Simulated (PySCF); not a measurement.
Species: sum formula H2BO3 (charge -1, singlet). It need not be the lowest isomer of its formula. Whether it binds its extra electron was not tested at this geometry. 
Structure (B3LYP-D3(BJ)/def2-TZVP (Ansatz) minimum search):
```xyz
6

O     -1.2609    -0.7831    -0.0568
B     -0.1765    -0.1096    -0.0080
O     -0.1129     1.3532     0.0003
O      1.1614    -0.7020     0.0469
H      0.7446     1.6625     0.3046
H      1.8364    -0.0596    -0.1882
```
Charge -1, spin multiplicity 1.

Dispersion corrections to the total energy (kcal/mol) from the dftd3 and dftd4 libraries through PySCF: D3(BJ) without and D4 with the three-body term, each with the damping fitted for the functional named.

```
functional      D3(BJ)          D4
----------  ----------  ----------
BLYP             -3.48  (withheld)
PBE         (withheld)       -2.07
CAM-B3LYP        -1.15       -1.68
B2GP-PLYP        -0.91       -0.83
TPSS             -2.02       -2.82
B3LYP            -2.82       -3.35
r2SCAN      (withheld)       -0.49
```

### Question
Complete the blanks.

### Answer

- BLYP, D4: -4.82
- PBE, D3(BJ): -1.64
- r2SCAN, D3(BJ): -0.42
